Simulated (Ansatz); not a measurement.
Coupled-cluster run, C2H9BSi2 (`[SiH3][SiH]1CBC1`).

```yaml
crystal:
  periodic: [false, false, false]
  atoms:
    - {symbol: Si, position_ang: [-1.922109, 1.108492, 0.289293]}
    - {symbol: Si, position_ang: [0.355292, 0.667428, 0.046409]}
    - {symbol: C, position_ang: [1.105685, -0.766971, 1.092044]}
    - {symbol: B, position_ang: [0.672341, -1.474593, -0.219372]}
    - {symbol: C, position_ang: [0.893736, -0.489293, -1.397805]}
    - {symbol: H, position_ang: [-2.393321, 2.027159, -0.782706]}
    - {symbol: H, position_ang: [-2.688614, -0.163092, 0.203989]}
    - {symbol: H, position_ang: [-2.192967, 1.746034, 1.606615]}
    - {symbol: H, position_ang: [1.168348, 1.910989, 0.116106]}
    - {symbol: H, position_ang: [0.734873, -1.093290, 2.058385]}
    - {symbol: H, position_ang: [2.147065, -0.436960, 1.156957]}
    - {symbol: H, position_ang: [-0.169589, -2.327885, -0.242814]}
    - {symbol: H, position_ang: [1.915694, -0.134046, -1.562068]}
    - {symbol: H, position_ang: [0.360665, -0.603274, -2.336234]}
basis:
  gaussian: {orbitals: def2-TZVPP}
correlation: {method: ccsd_t}
```

```sh
$ ansatz run in.yaml --threads 4 --pin off --events-out ev --progress --plain --max-ram 10444MiB
```

The program prints (abridged):

```
Functional definition: HF
  name "HF"
  cite "Fock, Z. Phys. 61, 126 (1930) doi:10.1007/BF01340294"
  parent pbe
  exchange = exact_x
  correlation = 0
1727 factors; integrals over basis functions are off by at most 1.4e-3 eV
mean field evaluation 1: about -18595.5481 eV, gradient 3.9e1 eV
mean field evaluation 2: about -18595.8234 eV, gradient 3.9e1 eV
mean field evaluation 4: about -18600.5065 eV, gradient 4.1e0 eV
mean field evaluation 8: about -18600.5902 eV, gradient 1.9e-1 eV
mean field evaluation 16: about -18600.5905 eV, gradient 1.1e-6 eV
mean field -18600.59047568 eV, -683.5590920482 hartree, gradient 1.1e-6 eV, S^2 0.000000; 0 other end points of the search recorded, 0 dependent functions left out
13 core orbitals not correlated: weight in the atoms' cores, before any rotation towards them, 1.000 or more for the frozen orbitals, at most 0.000 for the correlated occupied ones
reference -18600.59047568 eV, -683.5590920482 hartree; 14, 14 occupied and 276, 276 virtual orbitals, 1727 factors
second order -18.93839491 eV of doubles, -0.00000000 eV of singles
cycle   1  -20.06111532 eV  change    -1.1e0 eV  update   1.0e-1
cycle   2  -20.64080920 eV  change   -5.8e-1 eV  update   3.1e-2
cycle   3  -20.72290892 eV  change   -8.2e-2 eV  update   1.4e-2
cycle   4  -20.71415244 eV  change    8.8e-3 eV  update   4.4e-3
cycle   5  -20.71330716 eV  change    8.5e-4 eV  update   2.0e-3
cycle   6  -20.71308441 eV  change    2.2e-4 eV  update   6.9e-4
cycle   7  -20.71299333 eV  change    9.1e-5 eV  update   2.7e-4
cycle   8  -20.71311625 eV  change   -1.2e-4 eV  update   1.2e-4
cycle   9  -20.71313020 eV  change   -1.4e-5 eV  update   3.8e-5
cycle  10  -20.71311082 eV  change    1.9e-5 eV  update   1.4e-5
perturbative correction -0.88111780 eV, -0.0323804818 hartree
Total energy: -18622.18470430 eV, -684.3526653129 hartree
```

Hardware: 4 threads of an Arm Neoverse V1 on a shared host. Wall time 17 min, peak host memory 3.8 GiB.

MP2 recovers 87.7 % of the CCSD(T) correlation energy and the triples give 4.1 %; T1 = 0.0130.
